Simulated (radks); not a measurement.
Values are calculated unless marked as measured or tabulated.
Q: These are the eigenvalues of the occupied orbitals of an atom or ion with whole-number occupations (hartree). Level of theory: scalar-relativistic Kohn-Sham, MS2 meta-GGA, spin-polarised, spherical densities, finite nucleus; meta-GGA in the generalised Kohn-Sham scheme; Fermi nuclear charge, rms radius of each element as measured or else 0.836 A^(1/3) + 0.57 fm (a radial shooting solver on a logarithmic mesh with Libxc functionals).

1s up: -1264.749
1s down: -1264.748
2s up: -197.4076
2s down: -197.4072
2p up: -176.9784
2p down: -176.9773
3s up: -40.86393
3s down: -40.86298
3p up: -34.22303
3p down: -34.22165
3d up: -24.44163
3d down: -24.44005
4s up: -7.74868
4s down: -7.74674
4p up: -5.63916
4p down: -5.63748
4d up: -2.56793
4d down: -2.56467
5s up: -1.09834
5s down: -1.06067
5p up: -0.65123
5p down: -0.61604

Which element is it, and in what charge state? The configuration may be excited. Open shells, if any, are filled with parallel spins first.

A: Z = 54, xenon, charge +1: Xe+ in [Kr] 4d10 5s2 5p5. The list shows which subshells hold electrons but not how many an open one holds; the 1s level, -1264.7 hartree, gives Z - s = 50.3 by -(Z - s)^2/2, which with screening and relativity narrows Z to a few neighbours, and the depths of the outer levels then fix element, charge and occupations together.
